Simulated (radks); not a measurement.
Bi3+, 80 electrons, occupied as [Hg]. Method: Dirac Kohn-Sham, PBEsol, spin-unpolarised, spherical densities, finite nucleus; Fermi nuclear charge, rms radius 5.5211 fm; computed with a radial shooting solver on a logarithmic mesh with Libxc functionals.

Spin-orbit splittings of the eigenvalues, e(l+1/2) - e(l-1/2), with zeta = 2 splitting/(2l+1) and mean radii in bohr:

shell,occ.,splitting (eV),zeta (eV),<r> j=l-1/2,<r> j=l+1/2
2p,6,2318,1545,0.05389,0.06294
3p,6,519.0,346.0,0.1616,0.1780
3d,10,110.1,44.03,0.1545,0.1595
4p,6,128.0,85.33,0.3778,0.4126
4d,10,23.90,9.559,0.4162,0.4272
4f,14,5.493,1.569,0.4380,0.4442
5p,6,24.75,16.50,0.8848,0.9741
5d,10,3.060,1.224,1.197,1.236
